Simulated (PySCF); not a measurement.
Computed with B3LYP-D3(BJ)/def2-TZVP run with PySCF 2.14.0. Isolated molecules, 0 K electronic values unless said otherwise. One relaxed conformer stands for a flexible species; it need not be the lowest. B3LYP has the VWN-RPA correlation part, as in Gaussian. 

Reference species (SMILES): `C[C@@H]1CO1` (neutral, multiplicity 1).

- HOMO–LUMO gap: 8.73 eV
- HOMO: -7.51 eV

Changed species: `C=CCO` (C–C–C–O torsion -128°, C–C–O–H torsion -169°).

Question: What does the change do to the HOMO–LUMO gap and HOMO?

Answer: the HOMO–LUMO gap falls by 1.64 eV, to 7.09 eV; the HOMO increases by 0.19 eV, to -7.32 eV.
